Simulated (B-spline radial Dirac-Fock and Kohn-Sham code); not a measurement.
**Form factor and incoherent scattering function of Sc⁺**

System: the Sc⁺ ion in the configuration [Ar] 3d1 4s1, inside a Watson sphere of charge -1 and radius 3 Å (a model of the Madelung potential; inside it an electron's potential energy is raised by 4.8 eV).

Input of the calculation (task.json; shells as n, l, electrons):

```json
{"items": [{
  "Z": 21,
  "q": 1,
  "cfg": [[1, 0, 2], [2, 0, 2], [2, 1, 6], [3, 0, 2], [3, 1, 6], [3, 2, 1], [4, 0, 1]],
  "A": 45,
  "rrms": 3.5459,
  "watson": [-1, 3.0],
  "do": ["scatter"],
  "s": [0.0, 0.09, 0.11, 0.13, 0.15, 0.18, 0.21, 0.25, 0.29, 0.34, 0.4, 0.47, 0.56, 0.65, 0.77, 0.9, 1.06, 1.24, 1.46, 1.71, 2.01, 2.37, 2.78],
  "pz": [0, 0.1, 0.2, 0.3, 0.4, 0.5, 0.6, 0.8, 1.0, 1.2, 1.4, 1.6, 1.8, 2.0, 2.5, 3.0, 4.0, 5.0, 7.0, 10.0, 15.0, 20.0, 30.0, 40.0, 60.0, 100.0],
  "hv_scatter": [2000, 8047.8, 17479.3, 20000, 30000, 100000, 500000, 1000000]
}]}
```

Command: `python xray_run.py task.json out`

Method: Dirac-Fock orbitals of the configuration average with a finite nucleus. Computed with a radial atomic solver. f₀ is the Fourier transform of the spherical electron density, S the Waller-Hartree incoherent function, and s = sin θ/λ. The electron scattering factor follows from the Mott-Bethe formula f_e = 0.023934 Å⁻¹·(Z − f₀)/s².

```csv
s (Å⁻¹),f₀,S,f_e (Å)
0,20.000,0.000,–
0.09,18.478,1.875,7.452
0.11,17.897,2.427,6.138
0.13,17.295,2.962,5.247
0.15,16.687,3.491,4.588
0.18,15.783,4.280,3.853
0.21,14.899,5.058,3.311
0.25,13.761,6.047,2.772
0.29,12.686,6.959,2.366
0.34,11.465,7.988,1.974
0.4,10.218,9.076,1.613
0.47,9.076,10.154,1.292
0.56,8.030,11.264,0.990
0.65,7.311,12.126,0.775
0.77,6.613,13.037,0.581
0.9,5.976,13.865,0.444
1.06,5.218,14.761,0.336
1.24,4.390,15.628,0.259
1.46,3.494,16.479,0.197
1.71,2.706,17.193,0.150
2.01,2.074,17.784,0.112
2.37,1.636,18.255,0.083
2.78,1.371,18.625,0.061
```

f₀ starts at the number of electrons, 20, and has fallen to half at s ≈ 0.41 Å⁻¹. The sum of ⟨r²⟩ over the electrons is 30.92 bohr². For an ion f_e diverges as s goes to zero, because of the net charge.
